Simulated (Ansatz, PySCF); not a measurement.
Reaction (SMILES): C[N][SiH3] -> C[N-][SiH3] (an electron is taken up)
Structures are relaxed separately at B3LYP-D3(BJ)/def2-TZVP in Ansatz (a first-principles code).

Property: adiabatic electron affinity (0 K, with B3LYP-D3(BJ) harmonic zero-point energies from PySCF), positive where the reaction releases energy, in eV. Valence correlation only, unless marked. Open shells are spin-unrestricted. No spin-orbit coupling. Non-relativistic. Anions need diffuse functions: aug- sets have them; def2-D sets add few; the other sets have none. Basis-set limits of correlation are two-point, X^-3; Hartree-Fock from the larger set.

```tsv
level	program	adiabatic electron affinity (eV)
HF/aug-cc-pV(D+d)Z	Ansatz	0.08
HF/cc-pVTZ	Ansatz	-0.04
PBE-D4/def2-TZVPD	Ansatz + dftd4	1.78
B97M-V/def2-TZVPD	Ansatz	1.74
B3LYP-D4/def2-TZVPD	Ansatz + dftd4	1.74
BHLYP-D4/def2-TZVPD	Ansatz + dftd4	1.37
LC-wPBE-D3(BJ)/def2-TZVPD	Ansatz + dftd3	1.62
```

### Question
Estimate the value at CCSD(T)/CBS(aug-cc-pV(T+d)Z,aug-cc-pV(Q+d)Z) as computed with Ansatz.

### Answer
1.80 eV
